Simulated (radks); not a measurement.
Task: Spherical quantum dot in the effective-mass picture: electrons in a parabolic well V = omega^2 r^2 / 2 with omega = 0.121, with a point charge +1 (a donor) at the centre, all in effective atomic units (hartree* = m*/eps^2 hartree, bohr* = eps/m* bohr), one dielectric constant everywhere. Method: non-relativistic Kohn-Sham, exchange-only LDA, spin-polarised, spherical densities; computed with a radial shooting solver with Libxc functionals. Levels are named by radial order and angular momentum (1s, 1p, 1d, 2s, ...), and open shells are averaged over m. At N = 10 the configuration is 1s2 1p(up 3, down 0) 1d(up 4, down 0) 2s(up 1, down 0). Does electron 11 go into 1p down or 1d up or 1f up?

Result: Into 1d up. The total energies of the other choices lie higher by 0.0411 hartree* (1p down), 0.0614 hartree* (1f up).
